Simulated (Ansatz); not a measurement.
`BC=O` + `CBS` → `BSBC` + `C=O` at 600 K and 1 bar (ligand exchange at a B–C bond).

Computed with Ansatz on PBE0-D4/def2-TZVP structures; ΔE is electronic, products minus reactants. CCSD(T)/CBS is the MP2 limit (def2-TZVPP, def2-QZVPP) plus CCSD(T) − MP2 in def2-TZVPP, frozen cores. This one scheme is used for every species. One conformer a species, not always the lowest.

```json
{"species": "`BC=O`", "CCSD(T)/CBS energy (Eh)": "-139.76288", "H − E (kJ/mol)": "135.1", "S (J/(mol·K))": "316.8"}
{"species": "`CBS`", "CCSD(T)/CBS energy (Eh)": "-463.66090", "H − E (kJ/mol)": "197.7", "S (J/(mol·K))": "348.9"}
{"species": "`BSBC`", "CCSD(T)/CBS energy (Eh)": "-489.06011", "H − E (kJ/mol)": "244.3", "S (J/(mol·K))": "406.5"}
{"species": "`C=O`", "CCSD(T)/CBS energy (Eh)": "-114.39408", "H − E (kJ/mol)": "92.5", "S (J/(mol·K))": "246.7"}
```

H − E and S are ideal-gas, rigid-rotor, harmonic terms from PBE0-D4/def2-TZVP, for one conformer and one mirror image of each species. 1 Eh = 2625.50 kJ/mol, R = 8.31446 J/(mol·K).

By hand: ΔE, ΔH, ΔS and ΔG.

ΔE = (-489.06011) + (-114.39408) − (-139.76288) − (-463.66090) = -0.03041 Eh = -79.8 kJ/mol. Δ(H − E) = 244.3 + 92.5 − 135.1 − 197.7 = 4.0, so ΔH = -75.8 kJ/mol. ΔS = 406.5 + 246.7 − 316.8 − 348.9 = -12.5 J/(mol·K). ΔG = -75.8 − 600 × (-12.5)/1000 = -68.3 kJ/mol.

By hand: the equilibrium constant, and the temperature at which ΔG would vanish if ΔH and ΔS stayed fixed.

log₁₀ K = −ΔG/(RT ln 10) = 5.9. ΔG = 0 at ΔH/ΔS = 6064 K, far beyond where these terms or the molecules hold.

The number of gas molecules stays the same, so ΔS is small and ΔH decides. A doubt of 5 kJ/mol in ΔE shifts log₁₀ K by 0.4 here. Other conformers and mirror images would add mixing entropy, several J/(mol·K) or more a flexible species. These are equilibria of isolated gas molecules and say nothing of rates. Largest T1 diagnostic: 0.021 (customary marks: 0.02 for closed shells, 0.045 for open ones).
